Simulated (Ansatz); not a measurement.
This geometry of BClFH$_{3}$O (7 atoms, charge 0, multiplicity 1) is a first-order saddle point.

These are results of RKS PBE0-D4/def2-SVP in Ansatz, not measurements.

```xyz
7
Properties=species:S:1:pos:R:3
B 0.108 0.327 0.033
F -0.121 -0.320 1.544
Cl 1.603 -0.346 -0.679
H -0.929 0.195 -0.555
O 0.307 1.623 0.723
H 1.233 1.898 0.668
H 0.096 0.751 1.661
```

Task: Which two structures does it join? (They come from a converged band through this point; their orientation in space is the band's.)

Result: Bonds broken: B1–F2, O5–H7. Bonds formed: F2–H7. BClFH3O becomes BClH2O + FH.

Image 0:

```xyz
7
Properties=species:S:1:pos:R:3
B 0.023 0.054 0.154
F -0.133 -0.693 1.280
Cl 1.626 -0.217 -0.704
H -0.937 0.180 -0.567
O 0.287 1.587 0.817
H 1.231 1.748 0.639
H 0.201 1.467 1.776
```

Image 6:

```xyz
7
Properties=species:S:1:pos:R:3
B 0.261 0.510 -0.370
F -0.314 -0.220 2.405
Cl 1.671 -0.188 -1.153
H -0.841 0.121 -0.634
O 0.410 1.519 0.522
H 1.332 1.782 0.646
H -0.221 0.602 1.979
```

Task: How far does it lie above each of them?

Result: 22.1 kcal/mol above the first and 12.2 kcal/mol above the second. This is the barrier of this one path; another mechanism may lie lower. The orbitals stay closed-shell, which can raise the energy where a bond breaks towards radicals; this wasn't checked here.

Time of the run: 3 min on 1 thread of Arm Neoverse V1 (shared host), peak memory 0.15 GiB.
